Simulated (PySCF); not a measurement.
A structure optimised at B3LYP-D3(BJ)/def2-SVP, used in a PySCF frequency run:

```xyz
8

Al     0.6792     0.5165     0.0000
F      2.3329     0.5056     0.0000
Br    -0.4293    -1.4315     0.0000
O     -0.1128     1.9938     0.0000
C     -1.4225     2.4922     0.0000
H     -1.5905     3.1213    -0.8914
H     -1.5905     3.1213     0.8914
H     -2.1826     1.6894     0.0000
```
Charge 0, spin multiplicity 1.

**Question.** Write its SMILES, formula and point group.

**Answer.** C[O][Al]([F])[Br], CH3AlBrFO, Cs

**Question.** What are its rotational constants (standard atomic weights)?

**Answer.** 3.0862, 1.4951, 1.0137 GHz
